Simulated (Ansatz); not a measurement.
## B2NH2OF (SMILES OB1NB1F): methods side by side

B2NH2OF: 7 atoms, total charge 0, spin state singlet. SMILES: `OB1NB1F`. Geometry: optimised at PBE0/def2-SVP. This is one conformer, not always the lowest.

```tsv
atom	x (Å)	y (Å)	z (Å)
O	-1.2817	0.1744	1.3139
B	-0.3832	0.1472	0.3120
N	0.6330	-0.7687	-0.0949
B	0.5859	0.3437	-0.9550
F	1.2521	0.7247	-2.0292
H	-1.8280	0.9660	1.2877
H	1.0831	-1.6553	0.1200
```

Each level gives the dissociation energy of the F5–B4 bond into doublet F and doublet B2NH2O (shapes relaxed at PBE0/def2-SVP, no zero-point term) (eV). The values are calculated.

```json
{"level": "HF/def2-SVP", "kind": "Hartree–Fock", "program": "Ansatz", "value (eV)": "5.41", "CPU time (all runs)": "1.2 s"}
{"level": "SVWN5/def2-SVP", "kind": "LDA", "program": "Ansatz", "value (eV)": "8.40", "CPU time (all runs)": "1.8 s"}
{"level": "BLYP/def2-SVP", "kind": "GGA", "program": "Ansatz", "value (eV)": "7.27", "CPU time (all runs)": "3.4 s"}
{"level": "r2SCAN/def2-SVP", "kind": "meta-GGA", "program": "Ansatz", "value (eV)": "7.06", "CPU time (all runs)": "7.5 s"}
{"level": "B3LYP/def2-SVP", "kind": "global hybrid", "program": "Ansatz", "value (eV)": "7.16", "CPU time (all runs)": "4.3 s"}
{"level": "CAM-B3LYP/def2-SVP", "kind": "range-separated hybrid", "program": "Ansatz", "value (eV)": "7.30", "CPU time (all runs)": "4.7 s"}
{"level": "RPA@PBE/def2-SVP", "kind": "RPA", "program": "Ansatz", "value (eV)": "6.32", "CPU time (all runs)": "5.4 s"}
{"level": "MP2/def2-SVP", "kind": "perturbation theory", "program": "Ansatz", "value (eV)": "7.17", "CPU time (all runs)": "1.4 s"}
```

The values span 5.41 to 8.40 eV. Hartree–Fock misses the correlation of the electron pair that is broken and comes out low. Measured bond enthalpies also hold zero-point and thermal terms, a few tenths of an eV less. Times are those of the runs behind each value, whatever else they computed, on shared processors of several kinds: orders of magnitude only.
